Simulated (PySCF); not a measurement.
PySCF input:

```python
from pyscf import gto, scf, dft

mol = gto.M(
    atom='''
    Se    0.00000000   -0.00000000   -0.00000000
    H     1.56119827    0.00419942    0.00096520
    H    -1.56119827   -0.00419942   -0.00096520
    H    -0.00420244    1.56119085    0.00490646
    H     0.00420244   -1.56119085   -0.00490646
    H    -0.00095200   -0.00490904    1.56119621
    H     0.00095200    0.00490904   -1.56119621
    ''',
    basis='def2-tzvpd',
    charge=0,
    spin=0,
    verbose=4,
)

mf = dft.RKS(mol, xc='bp86').density_fit(auxbasis='def2-universal-jkfit')
mf.grids.level = 3
mf.conv_tol = 1e-9
mf.max_cycle = 100
mf.max_memory = 1500
mf.kernel()
if not mf.converged:
    mf = mf.newton()
    mf.kernel(mf.make_rdm1())
mf.analyze()
```

Which total energy does the run end on?

-2405.20051 Eh (BP86/def2-TZVPD).
